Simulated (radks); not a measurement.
Valence configurations of neutral rhodium (all share [Kr]). Method: scalar-relativistic Kohn-Sham, BLYP, spin-polarised, spherical densities, point nucleus; open shells are filled with parallel spins first (spin-orbit coupling, left out, can overturn this in heavy ions); computed with a radial shooting solver on a logarithmic mesh with Libxc functionals. Energies are relative to 4d8 5s1; eigenvalues in eV for spin up.

valence          E (eV)  moment (Bohr magnetons)    e(4d)   e(5p)   e(5s)
4d9              -0.019                        1   -3.834       -       -
4d8 5s1           0.000                        3   -6.358       -  -4.639
4d7.5 5s1.5       0.746                        3   -7.807       -  -5.079
4d7 5s2           1.809                        3   -9.333       -  -5.511
4d8 5s0.5 5p0.5   1.852                        3   -7.210  -1.457  -5.229
4d7.5 5s1 5p0.5   2.279                        4   -8.580  -1.685  -5.752
4d7.5 5s0.5 5p1   4.343                        4   -9.323  -2.051  -6.239
4d7 5s1 5p1       5.135                        5  -10.761  -2.279  -6.752
4d6.5 5s0.5 5p2  11.030                        6  -13.575  -3.127  -8.077
4d5.5 5s0.5 5p3  20.046                        8  -17.911  -4.136  -9.783

NIST lists [Kr] 4d8 5s1 as the ground configuration; this level of theory puts 4d9 lower, by 0.019 eV. The energies are those of spherical high-spin densities, not of single terms.
